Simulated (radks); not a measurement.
Removal energies from the chromium ion Cr13+, [Ne] 3s1, by Delta-SCF beside the eigenvalue of the level emptied. Method: Dirac Kohn-Sham, PBE, spin-unpolarised, spherical densities, finite nucleus; Fermi nuclear charge, rms radius of each element as measured or else 0.836 A^(1/3) + 0.57 fm; computed with a radial shooting solver on a logarithmic mesh with Libxc functionals. Sub-shells are occupied by j as written (lower j first in brackets).

| removed from | final configuration | Delta-SCF (eV) | -eigenvalue (eV) |
|---|---|---|---|
| 3s1/2 | [Ne] | 384.61 | 370.10 |
| 2p3/2 | [He] 2s2 2p(1/2: 2, 3/2: 3) 3s1 | 971.15 | 928.19 |
| 2p1/2 | [He] 2s2 2p(1/2: 1, 3/2: 4) 3s1 | 980.49 | 937.12 |
| 2s1/2 | [He] 2s1 2p6 3s1 | 1072.4 | 1034.3 |
